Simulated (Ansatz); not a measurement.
`CB[TeH]`, relaxed with RKS PBE0-D4/def2-TZVP in Ansatz 0.2.0 from a PBE-D4/def2-SVP geometry. The force threshold is 0.005 eV/Å; the program also tests the step.

The species carries charge 0 and has multiplicity 1. Te: def2 effective core potential.

Start:

```xyz
8

C    -0.239   -0.358   -0.863
B    -0.221   -0.355    0.701
Te    0.726    1.106    1.941
H     0.203   -1.314   -1.228
H    -1.294   -0.383   -1.217
H     0.282    0.483   -1.358
H    -0.768   -1.230    1.349
H     1.310    2.051    0.674
```

Task: By how much does the energy fall, and how many steps does the optimiser take? (Best estimate.)

Result: Ansatz gave: 2.70 kJ/mol, in 4 steps.

Task: Which bonds change most? (Estimate.)

Result: Ansatz gave: Te3–H8 from 1.686 to 1.660 Å; B2–H7 from 1.218 to 1.197 Å; B2–Te3 from 2.138 to 2.120 Å; C1–H4 from 1.114 to 1.097 Å.

Task: Give the relaxed structure. (Estimate.)

Result: Computed: 
```xyz
8

C    -0.238   -0.358   -0.856
B    -0.220   -0.357    0.698
Te    0.720    1.100    1.918
H     0.200   -1.297   -1.219
H    -1.277   -0.374   -1.206
H     0.278    0.474   -1.336
H    -0.759   -1.216    1.334
H     1.295    2.028    0.667
```
